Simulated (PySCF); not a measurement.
C2H4Al2Cl2.
Bonds: C1–C2 (triple), C2–Al3, Al3–Cl4, Cl4–Al5, Al5–Cl6, Al3–Cl6. Hydrogens: H7 on C1; H8 on Al3; H9, H10 on Al5.

Computed, not measured: PBE0-D3(BJ)/def2-SVP geometry optimisation, gas phase in PySCF 2.14.0.

Entries marked ? are missing. Bonds in one row agree within 0.01 Å.

```csv
coordinate,value
C1≡C2,?
C2–Al3,?
"Al3–Cl4, Al3–Cl6",?
"Cl4–Al5, Al5–Cl6",?
C1–H7,1.076 Å
Al3–H8,1.570 Å
Al5–H9,1.576 Å
Al5–H10,1.577 Å
C1–C2–Al3,179.7°
C2–Al3–Cl4,?
Cl4–Al3–Cl6,?
Al3–Cl4–Al5,?
Cl4–Al5–Cl6,89.6°
```

Task: Estimate the withheld lengths and angles.

Result: 
- C1≡C2 = 1.220 Å, drawn triple (terminal alkyne carbon to alkyne carbon); 0.16 Å below the sum of covalent radii, 1.38 Å.
- C2–Al3 = 1.903 Å, drawn single (ends: alkyne carbon; aluminium bonded to C, 2 Cl and H); equal to the sum of covalent radii, 1.90 Å.
- Al3–Cl4, Al3–Cl6 = 2.306 Å, drawn single (ends: aluminium bonded to C, 2 Cl and H; chlorine bonded to 2 Al); 0.08 Å above the sum of covalent radii, 2.23 Å.
- Cl4–Al5, Al5–Cl6 = 2.319 Å, drawn single (ends: chlorine bonded to 2 Al; aluminium bonded to 2 Cl and 2 H); 0.09 Å above the sum of covalent radii, 2.23 Å.
- C2–Al3–Cl4 = 107.8°, at the aluminium bonded to C, 2 Cl and H; the outer atoms are 3.409 Å apart.
- Cl4–Al3–Cl6 = 90.2°, at the aluminium bonded to C, 2 Cl and H, inside a 4-membered ring; the outer atoms are 3.267 Å apart.
- Al3–Cl4–Al5 = 90.1°, at the chlorine bonded to 2 Al, inside a 4-membered ring; the outer atoms are 3.273 Å apart.

Radii are Cordero's, carbon taken as 0.76, 0.73 or 0.69 Å for four, three, and two or fewer neighbours.

Whether it is a minimum is left open (no frequencies).
